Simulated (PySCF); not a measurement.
Isomers of C7H16FNSi.

All values: PBE0/pcSseg-1 (PySCF) at PBE0-D3(BJ)/def2-SVP geometries, gas phase, one conformer each.

**Question.** Rank by the highest Hirshfeld charge on any atom, lowest value first.
A. `[CH3:1][CH2:2][Si@@H:3]([F:4])[N:5]([CH3:6])[CH2:7][CH:8]1[CH2:9][CH2:10]1` with C1–C2–Si3–F4 58°, C2–Si3–N5–C6 151°, Si3–N5–C7–C8 122°, N5–C7–C8–C9 91°
B. `[CH3:1][CH:2]([CH3:3])[Si@@:4]1([CH3:5])[NH:6][CH2:7][CH2:8][C@@H:9]1[F:10]` with C1–C2–Si4–C5 -74°, C2–Si4–N6–C7 116°, Si4–N6–C7–C8 -23°, N6–C7–C8–C9 41°, C7–C8–C9–F10 75°
C. `[CH3:1][CH2:2][CH2:3][Si@@H:4]([NH:5][CH3:6])[C@@H:7]1[CH2:8][C@@H:9]1[F:10]` with C1–C2–C3–Si4 -177°, C2–C3–Si4–N5 -166°, C3–Si4–N5–C6 -52°, C3–Si4–C7–C8 149°
D. `[CH3:1][CH2:2][C:3]1([CH2:4][CH3:5])[CH2:6][C@@H:7]([F:8])[SiH2:9][NH:10]1` with C1–C2–C3–C4 -57°, C2–C3–C4–C5 -53°, C2–C3–C6–C7 -157°, C3–C6–C7–F8 -81°, C6–C7–Si9–N10 -19°, C7–Si9–N10–C3 -3°

**Answer.** D (+0.355 e), C (+0.381 e), B (+0.406 e), A (+0.442 e).

**Question.** Rank by the lowest IAO charge on any atom, highest value first.
A. `[CH3:1][CH:2]([CH3:3])[Si@@:4]1([CH3:5])[NH:6][CH2:7][CH2:8][C@@H:9]1[F:10]` with C1–C2–Si4–C5 -74°, C2–Si4–N6–C7 116°, Si4–N6–C7–C8 -23°, N6–C7–C8–C9 41°, C7–C8–C9–F10 75°
B. `[CH3:1][CH2:2][CH2:3][Si@@H:4]([NH:5][CH3:6])[C@@H:7]1[CH2:8][C@@H:9]1[F:10]` with C1–C2–C3–Si4 -177°, C2–C3–Si4–N5 -166°, C3–Si4–N5–C6 -52°, C3–Si4–C7–C8 149°
C. `[CH3:1][CH2:2][Si@@H:3]([F:4])[N:5]([CH3:6])[CH2:7][CH:8]1[CH2:9][CH2:10]1` with C1–C2–Si3–F4 58°, C2–Si3–N5–C6 151°, Si3–N5–C7–C8 122°, N5–C7–C8–C9 91°

**Answer.** C (-0.567 e), B (-0.672 e), A (-0.729 e).

**Question.** Rank by the highest IAO charge on any atom, highest value first.
A. `[CH3:1][CH:2]([CH3:3])[Si@@:4]1([CH3:5])[NH:6][CH2:7][CH2:8][C@@H:9]1[F:10]` with C1–C2–Si4–C5 -74°, C2–Si4–N6–C7 116°, Si4–N6–C7–C8 -23°, N6–C7–C8–C9 41°, C7–C8–C9–F10 75°
B. `[CH3:1][CH2:2][C:3]1([CH2:4][CH3:5])[CH2:6][C@@H:7]([F:8])[SiH2:9][NH:10]1` with C1–C2–C3–C4 -57°, C2–C3–C4–C5 -53°, C2–C3–C6–C7 -157°, C3–C6–C7–F8 -81°, C6–C7–Si9–N10 -19°, C7–Si9–N10–C3 -3°
C. `[CH3:1][CH2:2][CH2:3][Si@@H:4]([NH:5][CH3:6])[C@@H:7]1[CH2:8][C@@H:9]1[F:10]` with C1–C2–C3–Si4 -177°, C2–C3–Si4–N5 -166°, C3–Si4–N5–C6 -52°, C3–Si4–C7–C8 149°
D. `[CH3:1][CH2:2][Si@@H:3]([F:4])[N:5]([CH3:6])[CH2:7][CH:8]1[CH2:9][CH2:10]1` with C1–C2–Si3–F4 58°, C2–Si3–N5–C6 151°, Si3–N5–C7–C8 122°, N5–C7–C8–C9 91°

**Answer.** D (+1.260 e), A (+1.141 e), C (+1.040 e), B (+0.849 e).

All values together:

| SMILES | μ (D) | HOMO (eV) | LUMO (eV) | lowest IAO charge (e) | highest IAO charge (e) | lowest Hirshfeld charge (e) | highest Hirshfeld charge (e) |
| --- | --- | --- | --- | --- | --- | --- | --- |
| CCC1(CC)C[C@@H](F)[SiH2]N1 | 1.72 | -6.65 | 0.66 | -0.681 (N) | +0.849 (Si) | -0.240 (N) | +0.355 (Si) |
| CC[Si@@H](F)N(C)CC1CC1 | 2.20 | -6.63 | 1.34 | -0.567 (C) | +1.260 (Si) | -0.227 (F) | +0.442 (Si) |
| CCC[Si@@H](NC)[C@@H]1C[C@@H]1F | 2.05 | -6.50 | 1.29 | -0.672 (N) | +1.040 (Si) | -0.248 (N) | +0.381 (Si) |
| CC(C)[Si@@]1(C)NCC[C@@H]1F | 1.54 | -6.36 | 1.03 | -0.729 (C) | +1.141 (Si) | -0.248 (N) | +0.406 (Si) |

Conformers: `[CH3:1][CH2:2][C:3]1([CH2:4][CH3:5])[CH2:6][C@@H:7]([F:8])[SiH2:9][NH:10]1` with C1–C2–C3–C4 -57°, C2–C3–C4–C5 -53°, C2–C3–C6–C7 -157°, C3–C6–C7–F8 -81°, C6–C7–Si9–N10 -19°, C7–Si9–N10–C3 -3°; `[CH3:1][CH2:2][Si@@H:3]([F:4])[N:5]([CH3:6])[CH2:7][CH:8]1[CH2:9][CH2:10]1` with C1–C2–Si3–F4 58°, C2–Si3–N5–C6 151°, Si3–N5–C7–C8 122°, N5–C7–C8–C9 91°; `[CH3:1][CH2:2][CH2:3][Si@@H:4]([NH:5][CH3:6])[C@@H:7]1[CH2:8][C@@H:9]1[F:10]` with C1–C2–C3–Si4 -177°, C2–C3–Si4–N5 -166°, C3–Si4–N5–C6 -52°, C3–Si4–C7–C8 149°; `[CH3:1][CH:2]([CH3:3])[Si@@:4]1([CH3:5])[NH:6][CH2:7][CH2:8][C@@H:9]1[F:10]` with C1–C2–Si4–C5 -74°, C2–Si4–N6–C7 116°, Si4–N6–C7–C8 -23°, N6–C7–C8–C9 41°, C7–C8–C9–F10 75°.
